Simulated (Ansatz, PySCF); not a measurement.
C2H12OSi3, SMILES O(C)[Si@@H]([SiH3])C[SiH3]. Atoms are numbered in the order given.

```xyz
18

C     -1.8225    -2.3818     0.9196
O     -1.7098    -0.9984     0.6798
Si    -0.5116    -0.2994    -0.2600
Si    -1.0387     1.9859    -0.3327
C      1.1999    -0.6019     0.4740
Si     2.6188     0.3392    -0.3415
H     -2.7515    -2.5708     1.4801
H     -0.9775    -2.7683     1.5205
H     -1.8659    -2.9632    -0.0215
H     -0.5370    -0.9035    -1.6322
H     -2.4647     2.1871    -0.7236
H     -0.8089     2.6089     1.0054
H     -0.1685     2.6805    -1.3289
H      1.4239    -1.6825     0.4253
H      1.1719    -0.3247     1.5428
H      2.6381     0.0856    -1.8124
H      2.4469     1.8050    -0.1215
H      3.9335    -0.0772     0.2290
```
Charge 0, spin multiplicity 1.

Coordinates come from a B3LYP-D3(BJ)/def2-SVP optimisation. The structure was generated by enumeration; whether it is a known compound was not checked. The values are those of a single conformer.

Two levels are set side by side: PBE-D3(BJ)/def2-SVP (Ansatz, a quantum-chemistry and plane-wave program) and B3LYP-D3(BJ)/def2-SVP (Ansatz). Each level has its own optimised geometry; the coordinates shown are those of the second. Frequencies come from the Hessian of PySCF at each geometry. Differences are taken from unrounded values.

| quantity | B3LYP-D3(BJ) | PBE-D3(BJ) | PBE-D3(BJ) minus B3LYP-D3(BJ) |
|---|---|---|---|
| mean bond length (Å) | 1.482 | 1.492 | 0.010 |
| bond C1–O2 (Å) | 1.409 | 1.414 | 0.006 |
| bond O2–Si3 (Å) | 1.676 | 1.690 | 0.015 |
| bond Si3–Si4 (Å) | 2.346 | 2.351 | 0.005 |
| bond Si3–C5 (Å) | 1.887 | 1.893 | 0.007 |
| bond C5–Si6 (Å) | 1.888 | 1.894 | 0.006 |
| bond C1–H7 (Å) | 1.101 | 1.110 | 0.008 |
| bond C1–H8 (Å) | 1.107 | 1.115 | 0.009 |
| bond C1–H9 (Å) | 1.107 | 1.116 | 0.009 |
| bond Si3–H10 (Å) | 1.499 | 1.514 | 0.014 |
| bond Si4–H11 (Å) | 1.492 | 1.505 | 0.013 |
| bond Si4–H12 (Å) | 1.494 | 1.506 | 0.013 |
| bond Si4–H13 (Å) | 1.494 | 1.507 | 0.013 |
| bond C5–H14 (Å) | 1.105 | 1.112 | 0.007 |
| bond C5–H15 (Å) | 1.104 | 1.112 | 0.007 |
| bond Si6–H16 (Å) | 1.493 | 1.506 | 0.013 |
| bond Si6–H17 (Å) | 1.492 | 1.505 | 0.013 |
| highest harmonic wavenumber (cm⁻¹) | 3100 | 3047 | -54 |
| mean harmonic wavenumber (cm⁻¹) | 1171 | 1136 | -35 |
| zero-point energy (kcal/mol) | 80.36 | 77.92 | -2.43 |

GGA bonds tend to be longer and softer than those of functionals with exact exchange. Differences between two approximate levels are no errors against the true value.
